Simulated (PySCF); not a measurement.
A side-by-side comparison of computed properties.

First species: C5H3FOSi.
Geometry (GFN2-xTB, Å), atoms numbered from 1 in this order:
```xyz
11
C5H3FOSi angstrom
O     -4.6045    0.1999   -0.1251
C     -3.6766   -0.5578   -0.0091
C     -2.3033   -0.1953   -0.0071
C     -1.1286    0.1160   -0.0059
C      0.1795    0.4553   -0.0029
C      1.3549    0.7634   -0.0021
Si     3.1226    1.2954   -0.0075
F      4.0091   -0.0332    0.1728
H     -3.8224   -1.6517    0.1123
H      3.4761    1.8360   -1.3096
H      3.3987    2.1185    1.1582
```

Second species: C3H6OSi.
SMILES with atom numbers: `[CH3:1][Si@H:2]1[CH:3]=[CH:4][O:5]1` (hydrogens: H6, H7, H8 on C1; H9 on Si2; H10 on C3; H11 on C4)

Levels: CAM-B3LYP/def2-SVPD for dipole moment, HOMO energy, LUMO energy, HOMO–LUMO gap, static isotropic polarisability and electronic spatial extent ⟨r²⟩ about the centre of nuclear charge; TDDFT CAM-B3LYP/def2-SVPD for lowest singlet excitation; TDA CAM-B3LYP/def2-SVPD for lowest triplet excitation (Tamm–Dancoff); GFN2-xTB for rotational constant A and rotational constant C. Geometries: GFN2-xTB. All species are isolated and taken at one optimised geometry, non-relativistic unless stated. Electronic properties by PySCF.

(1) Which has the higher ⟨r²⟩?

(2) Which has the higher static isotropic polarisability?

(3) Which has the higher rotational constant C?

(4) Which has the higher dipole moment?

(5) Which of the two has the higher T1 energy, and by how much?

(6) Which of the two has the higher rotational constant A, and by how much?

(7) Which of the two has the higher S1 energy, and by how much?

(8) Which of the two has the higher HOMO energy, and by how much?

Results:

(1) The first: 2458 bohr² against 495 bohr², a difference of 1963 bohr².

(2) The first: 100.4 au against 60.7 au, a difference of 39.7 au.

(3) The second: 2.919 GHz against 0.398 GHz, a difference of 2.521 GHz.

(4) The first: 1.96 D against 1.60 D, a difference of 0.36 D.

(5) The second: 3.90 eV against 3.10 eV, a difference of 0.80 eV.

(6) The first: 13.040 GHz against 8.760 GHz, a difference of 4.280 GHz.

(7) The second: 5.65 eV against 3.67 eV, a difference of 1.98 eV.

(8) The second: -8.02 eV against -9.52 eV, a difference of 1.50 eV.

On the first: The polarisability is 14.87 Å³ as a volume (1 au = 0.148185 Å³), or 1.57 au for each of the 64 electrons. The 8 singlets span 3.67 to 6.97 eV, and their oscillator strengths add up to 1.88.

On the second: The polarisability is 9.00 Å³ as a volume (1 au = 0.148185 Å³), or 1.32 au for each of the 46 electrons. In wavenumbers S1 is 45600 cm⁻¹ (1 eV = 8065.54 cm⁻¹).
